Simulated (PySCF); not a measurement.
Ligands exchanged one at a time, Ge H-SiH3. Isolated molecules, 0 K electronic values unless said otherwise. Strings in code marks are SMILES.

The four lowest singlet excitations (Tamm–Dancoff). Computed with PBE-D3(BJ)/def2-TZVP // PBE0-D3(BJ)/def2-SVP (PySCF). Excitations are Tamm–Dancoff values on a coarser integration grid. The basis has no diffuse functions, so Rydberg states are missing or too high.

| state | energy (eV) | wavelength (nm) | oscillator strength |
|---|---|---|---|
| S1 | 7.24 | 171 | 0.204 |
| S2 | 7.26 | 171 | 0.017 |
| S3 | 7.26 | 171 | 0.017 |
| S4 | 7.73 | 160 | 0.134 |

Question: Identify which member gives these states.
A. `[SiH3][GeH3]`
B. `[SiH3][GeH2][SiH3]`
C. `[SiH3][GeH]([SiH3])[SiH3]`

Answer: A, `[SiH3][GeH3]`
